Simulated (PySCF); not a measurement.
Ga(OH)2(OMe) (CH₅GaO₃), SMILES C[O][Ga]([OH])[OH].

Geometry optimised at PBE0-D3(BJ)/def2-SVP. The structure was generated by enumeration; whether it is a known compound was not checked. Other conformers were not sampled.

Vertical ionisation energy (IE) and electron affinity (EA) in eV. Rows of orbital energies are one-electron estimates. Where ΔSCF, EOM or ADC give a negative EA the extra electron is unbound and the value depends on the basis.

| level | IE | EA |
|---|---|---|
| −ε(HOMO), −ε(LUMO), r2SCAN/def2-TZVP (PySCF) | 6.72 | 1.43 |
| −ε(HOMO), −ε(LUMO), PBE/def2-TZVP (PySCF) | 6.39 | 1.79 |
